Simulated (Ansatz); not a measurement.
# A ladder of methods for AlGeNH4O (SMILES [NH2][GeH]1[O][AlH]1)

The species is AlGeNH4O (8 atoms), meant as a singlet with charge 0. As SMILES, `[NH2][GeH]1[O][AlH]1`. Geometry: relaxed at PBE0-D4/def2-TZVP. This is one conformer, not always the lowest.

Each level gives the electronic atomisation energy (eV). The values are calculated. Electronic energies at fixed atoms, without zero-point motion or spin-orbit coupling.

| level | kind | program | value (eV) | CPU time (all runs) |
| --- | --- | --- | --- | --- |
| HF/6-31G* (spherical functions) | Hartree–Fock | Ansatz | 15.62 | 3.6 s |
| BLYP/6-31G* (spherical functions) | GGA | Ansatz | 24.60 | 13 s |
| r2SCAN/6-31G* (spherical functions) | meta-GGA | Ansatz | 24.86 | 25 s |
| BHLYP/6-31G* (spherical functions) | global hybrid | Ansatz | 23.33 | 13 s |
| CAM-B3LYP/6-31G* (spherical functions) | range-separated hybrid | Ansatz | 24.73 | 13 s |
| B2PLYP/6-31G* (spherical functions) | double hybrid | Ansatz | 23.85 | 16 s |
| PBE-QIDH/6-31G* (spherical functions) | double hybrid | Ansatz | 23.61 | 17 s |
| BCCD(T)/6-31G* (spherical functions) | coupled cluster or CI | Ansatz | 21.91 | 29 s |

All-electron rows without a relativistic Hamiltonian named are non-relativistic. Correlated wave functions underbind in double-zeta sets. The values span 15.62 to 24.86 eV. In the correlated wave-function rows the outer d shell of Ge is correlated, in sets not made for it. CPU times are rough (shared hosts, several kinds of processor and program).
